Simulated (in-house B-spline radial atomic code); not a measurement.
## PBE hybrid excitations of the phosphorus ion P⁵⁺

Method: PBE hybrid with 0.1 exact exchange. Computed with a B-spline radial code for spherical atoms: linear response of the closed shell [He] 2s2 2p6 with the functional's adiabatic kernel; non-relativistic, point nucleus, no spin-orbit coupling, no double excitations, S, P, D and F terms only. Only terms of natural parity with L up to 3 were computed.

Command:
```bash
python run_td.py task.json out
```
Settings (radii: box in bohr, nucleus in fm):
```
Z                        15
electrons                10
configuration            [He] 2s2 2p6
hamiltonian              nr
method                   pbeh
box_radius               16.35
exact_exchange_fraction  0.1
intervals                50
```

Cost of the run: 0.3 s on 1 thread of Arm Neoverse N1, with other jobs on the host.

The lowest states, in the order of their Tamm-Dancoff energies; the method's threshold (minus the highest occupied level) is 202.20 eV. Labels give the largest channel, * marks a mixed state, and oscillator strengths are full-response dipole values. Semilocal kernels can invert the small singlet-triplet splittings of Rydberg terms. Energies in eV:

| state | full response | Tamm-Dancoff | oscillator strength |
| --- | --- | --- | --- |
| 2p → 3s 3P | 129.28 | 129.29 | - |
| 2p → 3s 1P | 130.45 | 130.47 | 0.203 |
| 2p → 3p 3S | ? | ? | - |
| 2p → 3p 3D | 140.47 | 140.48 | - |
| 2p → 3p 1D | 141.36 | 141.37 | - |
| 2p → 3p 1S | ? | ? | - |
| 2p → 3d 3P | 155.38 | 155.39 | - |
| 2p → 3d 3F | 155.62 | 155.63 | - |
| 2p → 3d 1F | 156.16 | 156.16 | - |
| 2p → 3d 1P | 158.20 | 158.30 | 1.15 |
| 2p → 4s 3P | 168.58 | 168.58 | - |
| 2p → 4s 1P | 168.89 | 168.90 | 0.034 |
| 2p → 4p 3S | 172.10 | 172.11 | - |
| 2p → 4p 3D | 172.41 | 172.41 | - |
| 2p → 4p 1D | 172.67 | 172.67 | - |
| 2p → 4p 1S | 174.09 | 174.19 | - |

Question: Where does 2p → 3p 1S lie?

Answer: At 147.10 eV in full response, 147.59 eV in Tamm-Dancoff.

Question: Where does 2p → 3p 3S lie?

Answer: At 139.42 eV in full response, 139.46 eV in Tamm-Dancoff.

Question: How large is the singlet-triplet splitting of 2p → 3s (P terms) in Tamm-Dancoff?

Answer: 1.18 eV, from the unrounded values.

Question: What polarisabilities and dispersion coefficient does the method give?

Answer: Dipole 0.1101 bohr³, quadrupole 0.05752 bohr⁵, C6 0.06724 hartree·bohr⁶ for two such species.
